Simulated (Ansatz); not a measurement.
Consider the redistribution: `[NH2][Zn][CH2][TeH]` + `C[B](C)[GaH2]` → `C[B]([GaH2])[TeH]` + `C[CH2][Zn][NH2]`.

Program: Ansatz. Geometries: PBE0-D4/def2-TZVP. ΔE: electronic, gas phase. CBS: MP2 limit from def2 TZ/QZ plus the TZ coupled-cluster correction, frozen cores. Functionals use def2-TZVPP. B3LYP here is the variant with VWN-RPA as its local correlation; programs differ in this. def2 core potentials past Kr. For Ga, Te, Zn outer-core shells are correlated without core-valence functions, which leaves a few kJ/mol of doubt a bond. Scalar relativity is left out up to krypton. Each species was taken in one conformer, which may not be the lowest.

```
              species  B3LYP energy (Eh)
`[NH2][Zn][CH2][TeH]`        -2143.46855
      `C[B](C)[GaH2]`        -2030.80710
  `C[B]([GaH2])[TeH]`        -2259.60328
    `C[CH2][Zn][NH2]`        -1914.69032
```

**Question.** Work out ΔE.

**Answer.** ΔE = (-2259.60328) + (-1914.69032) − (-2143.46855) − (-2030.80710) = -0.01795 Eh = -47.1 kJ/mol. CCSD(T)/CBS gives -51.4 kJ/mol.

Largest T1 diagnostic among the species: 0.014.

At CCSD(T), def2-SVP lies −16.4 kJ/mol from the extrapolated value and def2-TZVPP −2.0 kJ/mol. In def2-TZVPP, CCSD(T) changes the Hartree–Fock value by −13.6 kJ/mol (the triples alone add −3.2 kJ/mol) and MP2 by −16.1 kJ/mol.
